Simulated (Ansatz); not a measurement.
The same path of AlB₂Cl₂H₃S (9 atoms, charge 0, multiplicity 1) was run twice with different band settings. The coordinate that changes most is the dihedral B2–B4–Al5–Cl6.

All numbers below come from Ansatz, RKS PBE/def2-SVP.

Relaxed end points:

```xyz
9
Properties=species:S:1:pos:R:3
S 1.524 -2.298 0.414
B 1.159 -0.716 -0.366
Cl 2.541 0.360 -0.725
B -0.274 0.010 -0.783
Al -1.260 1.287 0.595
Cl -0.741 3.352 0.618
H 0.237 -2.745 0.480
H -0.732 -0.126 -1.907
H -2.366 0.829 1.657
```

```xyz
9
Properties=species:S:1:pos:R:3
S 1.489 -2.227 0.395
B 1.205 -0.637 -0.397
Cl 2.630 0.405 -0.703
B -0.171 0.160 -0.862
Al -1.134 1.413 0.547
Cl -2.668 0.438 1.668
H 0.183 -2.619 0.426
H -0.589 0.078 -2.006
H -0.856 2.943 0.914
```

Common settings: climbing image yes; spring 5.0 eV/Å²; optimiser quadratic models (default); start path IDPP; force threshold 0.05 eV/Å; iteration limit 60; end points relaxed.

| run | movable images |
| --- | --- |
| 1 | 5 |
| 2 | 3 |

Problem. What does each run give, and how far can it be trusted?

Solution. Run 1: converged after 13 iterations, highest image 0.093 eV above the first end. A vibrational analysis at the climbing image gives no mode beyond 40i cm⁻¹: the surface is too flat there to confirm a saddle point.
Run 2: converged after 18 iterations, highest image 0.093 eV above the first end. Another band between the same ends (5 images) ends at a top of the same energy, where a vibrational analysis finds no clearly imaginary modes. So few images can step over the top or miss a turn of the path.
